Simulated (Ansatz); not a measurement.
Ansatz (an electronic-structure program) input (B3LYP-D3(BJ)/def2-TZVP):

Ansatz 0.2 input:
```yaml
crystal:
  periodic: [false, false, false]
  atoms:
    - {symbol: B, position_ang: [-0.00014226, -0.02041158, 0.02778823]}
    - {symbol: F, position_ang: [1.15385161, -0.74819621, 0.21242202]}
    - {symbol: F, position_ang: [-0.84296838, -0.32182934, 1.07336652]}
    - {symbol: S, position_ang: [-0.32424600, 1.05395476, -1.25718079]}
basis:
  gaussian:
    orbitals: def2-TZVP
hamiltonian:
  xc: b3lyp
  dispersion: d3bj
total_charge: -1
relax: {f_tol: 0.002, max_steps: 150}
```

End of the output:

```
relax step   4: F+E_penalty+E_count = -16954.83625325 eV  Δ(F+E_penalty+E_count) = -2.926e-3 eV  max|allowed force component| = 1.633e-1 eV/Å  Δτ_max = 0.0141 Å  (30 SCF iters, accepted)
these checks for a lower state are left out or cut short: starts, cluster_reference, orbital_swaps, neighbouring_geometries, increment
integrals: 0.04 GiB planned
752 factors; their error is unknown
mean field: 0.41 GiB planned
mean field -16954.73285110 eV, -623.0749399474 hartree, gradient 1.4e-5 eV, S^2 0.000000; 0 other end points of the search recorded, 0 dependent functions left out
the calculation of the forces begins
reference -16954.73306131 eV, -623.0749476724 hartree; 20, 20 occupied and 110, 110 virtual orbitals, 752 factors
relax step   5: F+E_penalty+E_count = -16954.83760254 eV  Δ(F+E_penalty+E_count) = -1.349e-3 eV  max|allowed force component| = 9.231e-3 eV/Å  Δτ_max = 0.0062 Å  (31 SCF iters, accepted)
these checks for a lower state are left out or cut short: starts, cluster_reference, orbital_swaps, neighbouring_geometries, increment
integrals: 0.04 GiB planned
752 factors; their error is unknown
mean field: 0.41 GiB planned
mean field -16954.73285580 eV, -623.0749401199 hartree, gradient 4.7e-5 eV, S^2 0.000000; 0 other end points of the search recorded, 0 dependent functions left out
the calculation of the forces begins
reference -16954.73306599 eV, -623.0749478444 hartree; 20, 20 occupied and 110, 110 virtual orbitals, 752 factors
relax step   6: F+E_penalty+E_count = -16954.83760642 eV  Δ(F+E_penalty+E_count) = -3.873e-6 eV  max|allowed force component| = 3.751e-4 eV/Å  Δτ_max = 0.0004 Å  (19 SCF iters, accepted)
integrals: 0.04 GiB planned
752 factors; their error is unknown
mean field: 0.41 GiB planned
mean field evaluation 64: about -16954.7329 eV, gradient 9.1e-5 eV
mean field -16954.73285580 eV, -623.0749401199 hartree, gradient 4.7e-5 eV, S^2 0.000000; 1 other end points of the search recorded, 0 dependent functions left out
the calculation of the forces begins
reference -16954.73306599 eV, -623.0749478444 hartree; 20, 20 occupied and 110, 110 virtual orbitals, 752 factors
Total energy: -16954.83781661 eV, -623.0787973586 hartree
Atom 0 at     0.002686    -0.029202     0.038115 Å, force     0.000176    -0.000213     0.000156 eV/Å
Atom 1 at     1.160531    -0.750840     0.211343 Å, force    -0.000375     0.000127     0.000101 eV/Å
Atom 2 at    -0.848924    -0.321706     1.077615 Å, force     0.000246    -0.000056    -0.000095 eV/Å
Atom 3 at    -0.327798     1.065265    -1.270677 Å, force    -0.000046     0.000142    -0.000162 eV/Å
Dipole moment:     0.100239    -0.331977     0.396990 e Å
```

It need not be the lowest isomer of its formula. Whether it binds its extra electron was not tested at this geometry.
